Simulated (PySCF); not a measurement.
C₃H₃ClF₂.

```xyz
9

C     -1.5784    -0.5798    -0.6996
C     -0.5265     0.0708    -0.2126
Cl    -0.6447     1.6102     0.5627
C      0.8895    -0.4387    -0.2807
F      0.9285    -1.6131    -0.9395
F      1.3734    -0.6374     0.9615
H     -1.4292    -1.5469    -1.1823
H     -2.5855    -0.1669    -0.6276
H      1.5506     0.2808    -0.7966
```
Charge 0, spin multiplicity 1.

Geometry: PBE0-D3(BJ)/def2-SVP. One conformer was computed; it need not be the lowest.

Method: PBE0/pcSseg-1 in PySCF. Non-relativistic, no solvent.

### Question
Give the absolute GIAO shielding of each atom: isotropic value and principal components (ppm). (Estimate from the structure and the level; the computed values follow.)

### Answer

```json
[
 {"atom": "C1", "σ(iso)": "60.7", "σ11": "-52.3", "σ22": "73.1", "σ33": "161.4", "span": "213.7"},
 {"atom": "C2", "σ(iso)": "36.9", "σ11": "-72.2", "σ22": "74.6", "σ33": "108.3", "span": "180.6"},
 {"atom": "Cl3", "σ(iso)": "726.0", "σ11": "511.7", "σ22": "684.9", "σ33": "981.4", "span": "469.7"},
 {"atom": "C4", "σ(iso)": "70.3", "σ11": "53.3", "σ22": "72.5", "σ33": "85.2", "span": "31.9"},
 {"atom": "F5", "σ(iso)": "318.2", "σ11": "230.6", "σ22": "351.4", "σ33": "372.5", "span": "141.9"},
 {"atom": "F6", "σ(iso)": "309.9", "σ11": "212.4", "σ22": "340.8", "σ33": "376.6", "span": "164.2"},
 {"atom": "H7", "σ(iso)": "25.0", "σ11": "22.1", "σ22": "23.1", "σ33": "29.9", "span": "7.8"},
 {"atom": "H8", "σ(iso)": "25.4", "σ11": "22.2", "σ22": "23.7", "σ33": "30.3", "span": "8.0"},
 {"atom": "H9", "σ(iso)": "25.5", "σ11": "22.9", "σ22": "25.2", "σ33": "28.5", "span": "5.6"}
]
```
